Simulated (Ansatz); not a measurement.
A short molecular-dynamics run on CH₆B₂Si, SMILES `B1CB[SiH2]1`.

```yaml
crystal:
  periodic: [false, false, false]
  atoms:
    - {symbol: B, position_ang: [0.417331, -0.299461, -0.907441]}
    - {symbol: C, position_ang: [0.923697, -0.694213, 0.516642]}
    - {symbol: B, position_ang: [-0.496998, -0.452492, 0.976659]}
    - {symbol: Si, position_ang: [-0.961473, 1.046811, -0.241273]}
    - {symbol: H, position_ang: [0.830903, -0.748650, -1.932183]}
    - {symbol: H, position_ang: [1.654520, -1.450711, 0.779936]}
    - {symbol: H, position_ang: [1.450127, 0.280949, 0.209897]}
    - {symbol: H, position_ang: [-1.168754, -1.324067, 1.440800]}
    - {symbol: H, position_ang: [-0.285060, 2.338402, 0.047001]}
    - {symbol: H, position_ang: [-2.281093, 1.252331, -0.887037]}
basis:
  gaussian: {orbitals: "6-31G*"}
magnetization: {spin_polarized: true, initial_magnetization: 0}
hamiltonian: {xc: {name: PBE}, dispersion: d4}
md: {timestep: 2 fs, n_steps: 30, ensemble: nvt_nose_hoover, temperature: 500, initial_velocities: maxwell_boltzmann, seed: 27}
```

```sh
$ ansatz run in.yaml --threads 2 --pin off --events-out ev --progress --plain --max-ram 4352MiB
```

| step | time (fs) | potential energy (eV) | kinetic (eV) | T (K) | conserved (eV) |
| --- | --- | --- | --- | --- | --- |
| 0 | 0.0 | -10354.3792 | 0.5170 | 500 | -10353.8622 |
| 1 | 2.0 | -10354.2310 | 0.4075 | 394 | -10353.8235 |
| 2 | 4.0 | -10354.1915 | 0.3601 | 348 | -10353.8315 |
| 3 | 6.0 | -10354.2095 | 0.3580 | 346 | -10353.8517 |
| 4 | 8.0 | -10354.0297 | 0.2151 | 208 | -10353.8150 |
| 5 | 10.0 | -10354.0596 | 0.2202 | 213 | -10353.8401 |
| 6 | 12.0 | -10354.0723 | 0.2324 | 225 | -10353.8409 |
| 7 | 14.0 | -10354.0362 | 0.2192 | 212 | -10353.8184 |
| 8 | 16.0 | -10354.1691 | 0.3139 | 304 | -10353.8573 |
| 9 | 18.0 | -10354.0686 | 0.2465 | 238 | -10353.8250 |
| 10 | 20.0 | -10354.0641 | 0.2306 | 223 | -10353.8373 |
| 11 | 22.0 | -10354.0951 | 0.2547 | 246 | -10353.8450 |
| 12 | 24.0 | -10353.9992 | 0.1761 | 170 | -10353.8286 |
| 13 | 26.0 | -10354.0205 | 0.1882 | 182 | -10353.8387 |
| 14 | 28.0 | -10354.0422 | 0.2160 | 209 | -10353.8336 |
| 15 | 30.0 | -10354.0809 | 0.2449 | 237 | -10353.8447 |
| 16 | 32.0 | -10354.0684 | 0.2410 | 233 | -10353.8376 |
| 17 | 34.0 | -10354.0276 | 0.2073 | 200 | -10353.8320 |
| 18 | 36.0 | -10354.0831 | 0.2585 | 250 | -10353.8379 |
| 19 | 38.0 | -10354.0855 | 0.2585 | 250 | -10353.8423 |
| 20 | 40.0 | -10354.0478 | 0.2292 | 222 | -10353.8359 |
| 21 | 42.0 | -10354.0771 | 0.2597 | 251 | -10353.8368 |
| 22 | 44.0 | -10354.0982 | 0.2820 | 273 | -10353.8380 |
| 23 | 46.0 | -10354.1036 | 0.2866 | 277 | -10353.8415 |
| 24 | 48.0 | -10354.0412 | 0.2351 | 227 | -10353.8331 |
| 25 | 50.0 | -10354.0798 | 0.2683 | 259 | -10353.8412 |
| 26 | 52.0 | -10354.0996 | 0.2923 | 283 | -10353.8399 |
| 27 | 54.0 | -10354.0564 | 0.2659 | 257 | -10353.8262 |
| 28 | 56.0 | -10354.1365 | 0.3328 | 322 | -10353.8429 |
| 29 | 58.0 | -10354.1244 | 0.3302 | 319 | -10353.8374 |
| 30 | 60.0 | -10354.1475 | 0.3584 | 347 | -10353.8364 |

Velocities are drawn at the set temperature; a run this short doesn't reach equilibrium.

Frames (Å, forces in eV/Å):

```xyz
10
time=0.0 fs
B     0.417   -0.299   -0.907   -0.085    0.102   -0.008
C     0.924   -0.694    0.517    0.060   -0.098    0.117
B    -0.497   -0.452    0.977   -0.129    0.107    0.113
Si   -0.961    1.047   -0.241   -0.139   -0.014    0.002
H     0.831   -0.749   -1.932    0.079   -0.105   -0.215
H     1.655   -1.451    0.780    0.302   -0.277    0.113
H     1.450    0.281    0.210    0.155    0.168   -0.091
H    -1.169   -1.324    1.441   -0.137   -0.177    0.060
H    -0.285    2.338    0.047    0.117    0.234    0.038
H    -2.281    1.252   -0.887   -0.224    0.059   -0.130
10
time=2.0 fs
B     0.432   -0.307   -0.918   -0.322   -0.004   -0.047
C     0.932   -0.692    0.520    0.403   -2.491    0.449
B    -0.511   -0.448    0.983    0.745    0.335   -0.257
Si   -0.963    1.053   -0.239   -0.974   -0.786   -0.472
H     0.819   -0.797   -1.950    0.024    0.086    0.062
H     1.720   -1.509    0.724   -1.191    1.017   -0.059
H     1.461    0.231    0.275    0.886    1.510   -0.293
H    -1.182   -1.313    1.402   -0.468   -0.570    0.318
H    -0.338    2.330    0.022    0.486    0.924    0.187
H    -2.345    1.229   -0.861    0.412   -0.020    0.112
10
time=4.0 fs
B     0.446   -0.314   -0.929   -0.379   -0.032    0.102
C     0.942   -0.697    0.525    0.565   -1.864   -0.140
B    -0.523   -0.442    0.989    1.034    0.003   -0.299
Si   -0.966    1.058   -0.238   -1.179   -0.852   -0.621
H     0.807   -0.842   -1.966   -0.031    0.258    0.284
H     1.740   -1.528    0.665   -1.388    1.048    0.183
H     1.506    0.238    0.329    0.437    0.938   -0.112
H    -1.213   -1.323    1.376   -0.283   -0.325    0.225
H    -0.372    2.358    0.004    0.460    0.860    0.166
H    -2.392    1.205   -0.830    0.765   -0.034    0.211
10
time=6.0 fs
B     0.458   -0.321   -0.939   -0.428    0.083    0.505
C     0.954   -0.709    0.529    0.052    0.778   -0.868
B    -0.531   -0.436    0.994    0.962   -0.607   -0.216
Si   -0.970    1.062   -0.238   -0.726   -0.253   -0.466
H     0.795   -0.876   -1.971   -0.018    0.308    0.275
H     1.707   -1.507    0.613   -0.326   -0.160    0.546
H     1.568    0.282    0.378   -0.571   -0.502    0.064
H    -1.254   -1.346    1.358    0.199    0.260   -0.008
H    -0.389    2.418   -0.008    0.130    0.087    0.023
H    -2.411    1.179   -0.791    0.726    0.006    0.146
10
time=8.0 fs
B     0.469   -0.328   -0.948   -0.570    0.269    0.987
C     0.965   -0.718    0.531   -1.316    3.118   -1.195
B    -0.535   -0.432    0.997    0.944   -0.935   -0.258
Si   -0.976    1.066   -0.238    0.051    0.286   -0.170
H     0.781   -0.900   -1.966    0.054    0.227    0.054
H     1.661   -1.492    0.583    1.183   -1.812    0.767
H     1.608    0.306    0.430   -1.006   -1.179    0.078
H    -1.289   -1.359    1.340    0.507    0.600   -0.113
H    -0.401    2.482   -0.018   -0.149   -0.646   -0.092
H    -2.402    1.154   -0.747    0.300    0.071   -0.059
10
time=10.0 fs
B     0.477   -0.334   -0.953   -0.746    0.403    1.280
C     0.973   -0.717    0.528   -0.623    1.759   -1.026
B    -0.536   -0.432    1.000    1.039   -0.779   -0.430
Si   -0.981    1.070   -0.239    0.869    0.436    0.140
H     0.770   -0.914   -1.958    0.121    0.115   -0.190
H     1.660   -1.547    0.581    0.239   -0.631    0.643
H     1.609    0.285    0.485   -0.773   -0.968    0.074
H    -1.303   -1.349    1.317    0.473    0.503   -0.039
H    -0.418    2.521   -0.033   -0.243   -0.964   -0.128
H    -2.381    1.132   -0.704   -0.355    0.126   -0.324
10
time=12.0 fs
B     0.483   -0.339   -0.954   -0.835    0.375    1.186
C     0.979   -0.710    0.523   -0.246   -1.225   -0.682
B    -0.533   -0.434    1.002    1.288   -0.205   -0.694
Si   -0.985    1.074   -0.239    1.243    0.191    0.305
H     0.764   -0.924   -1.958    0.111    0.105   -0.222
H     1.669   -1.626    0.605   -0.958    1.108    0.365
H     1.581    0.228    0.543    0.199    0.321    0.158
H    -1.300   -1.320    1.293    0.109    0.019    0.160
H    -0.445    2.523   -0.052   -0.155   -0.824   -0.100
H    -2.374    1.114   -0.675   -0.756    0.136   -0.476
10
time=14.0 fs
B     0.487   -0.342   -0.950   -0.763    0.261    0.794
C     0.983   -0.707    0.515   -0.900   -2.962   -0.457
B    -0.526   -0.437    1.001    1.465    0.446   -0.919
Si   -0.988    1.079   -0.239    0.769   -0.458    0.220
H     0.761   -0.930   -1.966    0.024    0.202   -0.024
H     1.641   -1.662    0.642   -1.035    1.500    0.116
H     1.561    0.182    0.607    1.137    1.631    0.351
H    -1.293   -1.290    1.275   -0.308   -0.507    0.344
H    -0.477    2.493   -0.075    0.095   -0.222   -0.026
H    -2.396    1.102   -0.663   -0.485    0.110   -0.398
10
time=16.0 fs
B     0.487   -0.344   -0.944   -0.579    0.241    0.382
C     0.985   -0.714    0.506   -0.682   -0.778   -0.055
B    -0.513   -0.438    0.996    1.054    0.606   -0.892
Si   -0.989    1.083   -0.239   -0.170   -1.348    0.009
H     0.760   -0.929   -1.975   -0.068    0.279    0.188
H     1.573   -1.641    0.684   -0.144    0.411    0.075
H     1.584    0.199    0.684    0.261    0.361    0.105
H    -1.297   -1.279    1.270   -0.254   -0.497    0.330
H    -0.506    2.455   -0.099    0.419    0.642    0.056
H    -2.436    1.093   -0.667    0.162    0.083   -0.198
10
time=18.0 fs
B     0.485   -0.346   -0.936   -0.424    0.331    0.095
C     0.985   -0.723    0.496   -0.692    2.408    0.306
B    -0.497   -0.438    0.989    0.125    0.312   -0.617
Si   -0.991    1.086   -0.238   -0.795   -1.768   -0.117
H     0.756   -0.916   -1.977   -0.109    0.244    0.223
H     1.500   -1.605    0.728    1.181   -1.592    0.359
H     1.617    0.229    0.766   -0.749   -1.035   -0.427
H    -1.311   -1.287    1.278    0.236   -0.020    0.138
H    -0.520    2.442   -0.121    0.566    1.049    0.077
H    -2.470    1.088   -0.678    0.660    0.070   -0.036
10
time=20.0 fs
B     0.482   -0.346   -0.928   -0.366    0.479   -0.081
C     0.982   -0.725    0.488    0.364    1.691    1.106
B    -0.480   -0.436    0.979   -0.777    0.076   -0.268
Si   -0.994    1.086   -0.238   -0.738   -1.213   -0.090
H     0.748   -0.895   -1.970   -0.085    0.099    0.052
H     1.472   -1.629    0.787    0.770   -0.819   -0.024
H     1.621    0.220    0.831   -0.950   -1.246   -0.701
H    -1.316   -1.296    1.291    0.613    0.360   -0.041
H    -0.511    2.468   -0.140    0.381    0.506    0.021
H    -2.479    1.086   -0.691    0.788    0.066    0.026
10
time=22.0 fs
B     0.477   -0.345   -0.920   -0.350    0.599   -0.153
C     0.981   -0.721    0.483    1.180   -0.987    1.780
B    -0.466   -0.434    0.968   -1.271    0.092    0.002
Si   -0.998    1.084   -0.238   -0.178   -0.304    0.030
H     0.736   -0.869   -1.961   -0.035   -0.076   -0.192
H     1.473   -1.684    0.845   -0.174    0.948   -0.822
H     1.589    0.163    0.870   -0.355   -0.351   -0.492
H    -1.298   -1.292    1.303    0.590    0.380   -0.094
H    -0.488    2.515   -0.158    0.076   -0.366   -0.032
H    -2.458    1.086   -0.702    0.517    0.065   -0.026
10
time=24.0 fs
B     0.472   -0.341   -0.913   -0.270    0.590   -0.190
C     0.983   -0.720    0.484    0.451   -3.045    1.182
B    -0.457   -0.431    0.957   -1.223    0.378    0.098
Si   -1.002    1.082   -0.238    0.594    0.303    0.202
H     0.724   -0.846   -1.960   -0.017   -0.164   -0.271
H     1.467   -1.704    0.871   -0.387    1.308   -1.088
H     1.543    0.093    0.889    0.898    1.458    0.285
H    -1.257   -1.273    1.311    0.155    0.021    0.009
H    -0.462    2.547   -0.178   -0.126   -0.915   -0.043
H    -2.417    1.088   -0.715   -0.074    0.066   -0.185
10
time=26.0 fs
B     0.465   -0.335   -0.906   -0.077    0.470   -0.295
C     0.987   -0.729    0.488   -0.022   -1.906    0.507
B    -0.452   -0.427    0.947   -0.823    0.751    0.098
Si   -1.005    1.080   -0.238    1.192    0.468    0.338
H     0.710   -0.830   -1.969   -0.055   -0.127   -0.087
H     1.447   -1.673    0.855    0.116    0.204   -0.684
H     1.532    0.078    0.920    0.927    1.564    0.295
H    -1.209   -1.253    1.320   -0.436   -0.491    0.201
H    -0.440    2.544   -0.199   -0.171   -0.996   -0.015
H    -2.378    1.093   -0.735   -0.650    0.064   -0.357
10
time=28.0 fs
B     0.458   -0.328   -0.900    0.155    0.304   -0.392
C     0.991   -0.744    0.495   -0.082    2.090    0.200
B    -0.449   -0.421    0.937   -0.636    0.614    0.297
Si   -1.007    1.079   -0.237    1.074    0.221    0.252
H     0.694   -0.818   -1.982   -0.103   -0.048    0.180
H     1.431   -1.634    0.814    1.153   -1.891    0.192
H     1.556    0.124    0.962   -0.221   -0.165   -0.626
H    -1.179   -1.251    1.336   -0.618   -0.565    0.209
H    -0.425    2.503   -0.221   -0.042   -0.607    0.030
H    -2.365    1.101   -0.769   -0.681    0.047   -0.342
10
time=30.0 fs
B     0.451   -0.320   -0.896    0.313    0.136   -0.373
C     0.995   -0.753    0.501    0.551    2.381    0.376
B    -0.449   -0.412    0.928   -0.870   -0.190    0.792
Si   -1.007    1.078   -0.235    0.205   -0.374   -0.072
H     0.675   -0.808   -1.987   -0.102   -0.013    0.301
H     1.460   -1.668    0.779    0.749   -1.028    0.085
H     1.571    0.163    0.980   -0.677   -1.075   -1.007
H    -1.172   -1.272    1.360   -0.283   -0.045   -0.077
H    -0.412    2.439   -0.241    0.267    0.193    0.061
H    -2.377    1.110   -0.815   -0.151    0.016   -0.086
10
time=32.0 fs
B     0.446   -0.311   -0.893    0.358   -0.021   -0.128
C     1.000   -0.754    0.510    1.169    0.312    0.280
B    -0.452   -0.404    0.921   -1.015   -1.018    1.221
Si   -1.007    1.077   -0.234   -0.725   -0.910   -0.408
H     0.651   -0.799   -1.981   -0.040   -0.054    0.185
H     1.517   -1.741    0.748   -0.425    1.181   -0.291
H     1.561    0.161    0.960   -0.374   -0.891   -0.763
H    -1.176   -1.294    1.381    0.050    0.468   -0.372
H    -0.388    2.381   -0.260    0.587    0.943    0.061
H    -2.396    1.120   -0.866    0.416   -0.009    0.215
10
time=34.0 fs
B     0.442   -0.302   -0.890    0.305   -0.173    0.273
C     1.009   -0.754    0.519    0.281   -1.299   -0.701
B    -0.459   -0.400    0.919   -0.732   -1.403    1.308
Si   -1.008    1.074   -0.234   -0.968   -0.676   -0.586
H     0.626   -0.792   -1.968    0.054   -0.138   -0.075
H     1.558   -1.770    0.706   -0.848    1.812   -0.197
H     1.536    0.125    0.911    0.611    0.439   -0.002
H    -1.178   -1.298    1.389    0.090    0.579   -0.463
H    -0.342    2.360   -0.276    0.535    0.867    0.056
H    -2.398    1.130   -0.908    0.672   -0.008    0.387
10
time=36.0 fs
B     0.438   -0.293   -0.887    0.205   -0.327    0.528
C     1.019   -0.758    0.525   -1.268   -1.095   -1.534
B    -0.469   -0.400    0.922   -0.022   -1.192    1.033
Si   -1.010    1.071   -0.234   -0.409    0.158   -0.555
H     0.603   -0.790   -1.958    0.129   -0.168   -0.231
H     1.566   -1.728    0.656   -0.383    0.773    0.145
H     1.535    0.105    0.861    1.301    1.513    0.482
H    -1.176   -1.280    1.378   -0.186    0.221   -0.307
H    -0.275    2.372   -0.290    0.091    0.096    0.078
H    -2.375    1.140   -0.935    0.541    0.020    0.361
10
time=38.0 fs
B     0.436   -0.286   -0.881    0.124   -0.504    0.439
C     1.025   -0.766    0.527   -2.100    2.781   -1.301
B    -0.478   -0.405    0.929    0.853   -0.560    0.553
Si   -1.013    1.067   -0.235    0.538    0.809   -0.281
H     0.584   -0.794   -1.956    0.159   -0.072   -0.118
H     1.560   -1.657    0.611    0.990   -1.706    0.519
H     1.584    0.143    0.829    0.354    0.159   -0.036
H    -1.182   -1.254    1.356   -0.615   -0.398   -0.013
H    -0.205    2.388   -0.302   -0.363   -0.578    0.109
H    -2.331    1.150   -0.949    0.059    0.069    0.129
10
time=40.0 fs
B     0.434   -0.281   -0.874    0.024   -0.678    0.078
C     1.025   -0.764    0.525   -1.105    3.432   -0.714
B    -0.485   -0.412    0.937    1.191   -0.172    0.246
Si   -1.015    1.065   -0.236    1.401    0.991    0.142
H     0.572   -0.801   -1.959    0.176    0.094    0.130
H     1.592   -1.651    0.586    0.719   -1.302    0.496
H     1.646    0.188    0.796   -0.580   -1.034   -0.382
H    -1.211   -1.242    1.333   -0.675   -0.630    0.086
H    -0.148    2.381   -0.309   -0.600   -0.829    0.119
H    -2.284    1.163   -0.958   -0.551    0.128   -0.201
10
time=42.0 fs
B     0.432   -0.278   -0.867   -0.144   -0.781   -0.300
C     1.020   -0.752    0.521    0.698    1.053   -0.245
B    -0.487   -0.420    0.946    0.706   -0.364    0.222
Si   -1.015    1.064   -0.238    1.614    0.767    0.412
H     0.566   -0.805   -1.957    0.206    0.205    0.255
H     1.652   -1.696    0.580   -0.816    0.937    0.307
H     1.686    0.193    0.748   -0.824   -1.123   -0.315
H    -1.267   -1.255    1.313   -0.096   -0.192   -0.104
H    -0.114    2.343   -0.311   -0.562   -0.657    0.103
H    -2.259    1.181   -0.974   -0.783    0.155   -0.336
10
time=44.0 fs
B     0.430   -0.277   -0.861   -0.374   -0.770   -0.472
C     1.018   -0.736    0.515    0.845   -0.730   -0.027
B    -0.487   -0.429    0.957    0.077   -0.571    0.132
Si   -1.013    1.065   -0.238    0.909    0.200    0.348
H     0.569   -0.801   -1.946    0.253    0.187    0.127
H     1.680   -1.704    0.585   -1.348    1.558    0.180
H     1.695    0.156    0.688   -0.326   -0.198    0.011
H    -1.326   -1.276    1.289    0.577    0.294   -0.255
H    -0.101    2.279   -0.310   -0.219   -0.087    0.061
H    -2.263    1.205   -1.004   -0.395    0.115   -0.105
10
time=46.0 fs
B     0.426   -0.280   -0.856   -0.608   -0.644   -0.426
C     1.019   -0.723    0.510   -0.575   -1.525    0.087
B    -0.486   -0.439    0.967   -0.169   -0.384   -0.176
Si   -1.009    1.065   -0.238   -0.216   -0.559    0.159
H     0.581   -0.789   -1.929    0.307    0.071   -0.183
H     1.657   -1.652    0.598   -0.814    0.610    0.155
H     1.692    0.110    0.628    0.658    1.293    0.336
H    -1.363   -1.285    1.255    0.883    0.402   -0.212
H    -0.097    2.212   -0.306    0.336    0.695    0.004
H    -2.282    1.233   -1.038    0.198    0.039    0.258
10
time=48.0 fs
B     0.420   -0.285   -0.853   -0.710   -0.483   -0.395
C     1.018   -0.714    0.504   -1.890    0.627    0.263
B    -0.486   -0.452    0.977    0.050    0.235   -0.616
Si   -1.006    1.065   -0.238   -0.880   -0.947    0.068
H     0.604   -0.775   -1.919    0.327   -0.014   -0.393
H     1.603   -1.577    0.617    0.774   -1.768    0.356
H     1.713    0.114    0.581    0.438    1.211    0.284
H    -1.367   -1.278    1.213    0.694    0.077   -0.017
H    -0.079    2.171   -0.302    0.634    1.085   -0.031
H    -2.294    1.263   -1.062    0.562   -0.023    0.482
10
time=50.0 fs
B     0.412   -0.291   -0.851   -0.631   -0.391   -0.698
C     1.011   -0.703    0.500   -0.809    1.628    0.691
B    -0.486   -0.463    0.985    0.533    1.122   -1.021
Si   -1.004    1.063   -0.238   -0.585   -0.573    0.122
H     0.641   -0.761   -1.925    0.258    0.040   -0.250
H     1.578   -1.570    0.649    0.948   -1.776    0.341
H     1.752    0.164    0.544   -0.675   -0.135    0.131
H    -1.344   -1.269    1.170    0.111   -0.541    0.222
H    -0.038    2.171   -0.299    0.283    0.665   -0.020
H    -2.285    1.293   -1.067    0.566   -0.039    0.482
10
time=52.0 fs
B     0.401   -0.299   -0.852   -0.430   -0.363   -1.185
C     1.001   -0.687    0.498    1.290   -0.425    1.415
B    -0.484   -0.471    0.990    0.711    1.675   -1.217
Si   -1.003    1.061   -0.238    0.270    0.040    0.329
H     0.687   -0.746   -1.940    0.103    0.157    0.105
H     1.589   -1.630    0.695   -0.412    0.750   -0.192
H     1.765    0.209    0.512   -1.144   -0.887    0.120
H    -1.316   -1.281    1.136   -0.282   -0.902    0.350
H     0.015    2.197   -0.297   -0.326   -0.052    0.012
H    -2.253    1.321   -1.054    0.220    0.006    0.265
10
time=54.0 fs
B     0.388   -0.309   -0.857   -0.194   -0.325   -1.346
C     0.995   -0.672    0.500    1.611   -1.702    1.618
B    -0.480   -0.473    0.990    0.151    1.322   -1.182
Si   -1.002    1.058   -0.237    1.101    0.362    0.621
H     0.738   -0.724   -1.951   -0.054    0.195    0.333
H     1.584   -1.662    0.733   -0.820    1.759   -0.492
H     1.734    0.221    0.484   -0.781   -0.718    0.178
H    -1.300   -1.327    1.114    0.034   -0.474    0.311
H     0.056    2.222   -0.295   -0.713   -0.530    0.040
H    -2.214    1.349   -1.031   -0.336    0.109   -0.080
10
time=56.0 fs
B     0.375   -0.319   -0.867   -0.005   -0.222   -0.970
C     0.994   -0.663    0.508    0.212   -2.095    1.217
B    -0.474   -0.470    0.986   -0.562    0.532   -1.063
Si   -0.999    1.057   -0.235    1.426    0.373    0.755
H     0.787   -0.695   -1.949   -0.127    0.110    0.267
H     1.548   -1.627    0.753   -0.301    1.110   -0.378
H     1.673    0.205    0.463    0.315    0.381    0.191
H    -1.282   -1.391    1.105    0.526    0.279    0.223
H     0.069    2.226   -0.291   -0.767   -0.653    0.059
H    -2.186    1.382   -1.011   -0.716    0.185   -0.301
10
time=58.0 fs
B     0.362   -0.330   -0.880    0.154   -0.053   -0.231
C     0.994   -0.660    0.519   -1.929   -0.331    0.209
B    -0.471   -0.465    0.978   -0.883   -0.072   -0.918
Si   -0.994    1.055   -0.233    0.901    0.229    0.517
H     0.832   -0.662   -1.937   -0.099   -0.050   -0.023
H     1.501   -1.549    0.758    1.192   -1.356    0.279
H     1.623    0.204    0.450    1.079    1.216    0.103
H    -1.243   -1.445    1.104    0.643    0.734    0.163
H     0.053    2.204   -0.284   -0.501   -0.419    0.071
H    -2.186    1.422   -1.002   -0.557    0.102   -0.170
10
time=60.0 fs
B     0.349   -0.342   -0.895    0.375    0.134    0.417
C     0.988   -0.659    0.531   -1.614    1.465   -0.489
B    -0.471   -0.460    0.966   -0.827   -0.265   -0.712
Si   -0.988    1.054   -0.229   -0.256   -0.071    0.067
H     0.873   -0.630   -1.926   -0.065   -0.189   -0.266
H     1.498   -1.522    0.774    1.627   -1.995    0.513
H     1.615    0.249    0.440    0.431    0.184    0.074
H    -1.180   -1.472    1.109    0.326    0.693    0.155
H     0.018    2.167   -0.275    0.057    0.163    0.077
H    -2.208    1.466   -1.000   -0.054   -0.120    0.165
```

Run time 32 s (2 threads of an Intel Xeon 6975P-C on a shared host); peak host memory 0.39 GiB.
